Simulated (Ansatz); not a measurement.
Start from `[CH3][In]([NH2])[SiH2][TeH]` and change one atom or group to get `[CH3][In]([NH2])[Br]`.

Ansatz, PBE0-D4/def2-TZVP geometries, multiplicity 1. Each molecule was computed in one conformer, which needn't be the lowest.

Elements past krypton have def2 core potentials. Scalar relativity is left out up to krypton.

```json
{"property": "LUMO energy (B3LYP/def2-TZVPP) / eV", "`[CH3][In]([NH2])[SiH2][TeH]`": "-1.50"}
{"property": "size of the dipole moment (PBE/def2-TZVPP) / D", "`[CH3][In]([NH2])[SiH2][TeH]`": "1.75"}
{"property": "HOMO–LUMO gap (PBE0/def2-TZVPP) / eV", "`[CH3][In]([NH2])[SiH2][TeH]`": "4.98"}
{"property": "LUMO energy (PBE/def2-TZVPP) / eV", "`[CH3][In]([NH2])[SiH2][TeH]`": "-1.97"}
{"property": "zero-point energy (PBE0-D4/def2-TZVP) / kJ/mol", "`[CH3][In]([NH2])[SiH2][TeH]`": "221.7"}
{"property": "HOMO–LUMO gap (B3LYP/def2-TZVPP) / eV", "`[CH3][In]([NH2])[SiH2][TeH]`": "4.54"}
```

(1) Give the same properties after the change, and the shifts. (Estimate.)

## Answers

(1) The calculation gave: 
```tsv
property	`[CH3][In]([NH2])[Br]`	shift
LUMO energy (B3LYP/def2-TZVPP) / eV	-1.29	0.21
size of the dipole moment (PBE/def2-TZVPP) / D	3.45	1.70
HOMO–LUMO gap (PBE0/def2-TZVPP) / eV	6.30	1.32
LUMO energy (PBE/def2-TZVPP) / eV	-1.79	0.18
zero-point energy (PBE0-D4/def2-TZVP) / kJ/mol	161.1	-60.6
HOMO–LUMO gap (B3LYP/def2-TZVPP) / eV	5.76	1.22
```

With PBE0 the HOMO falls by 1.03 eV and the LUMO rises by 0.31 eV, so the gap widens by about 1.34 eV. PBE moves the HOMO by -0.70 eV and ωB97M-V by -1.31 eV. The zero-point energy changes by -60.6 kJ/mol with -12 modes. Dipoles are sizes alone; their direction can turn.

B3LYP here is the variant with VWN-RPA as its local correlation; programs differ in this.

Spin–orbit coupling is left out; it splits and shifts lone-pair levels of the heavy atoms by tenths of an eV.
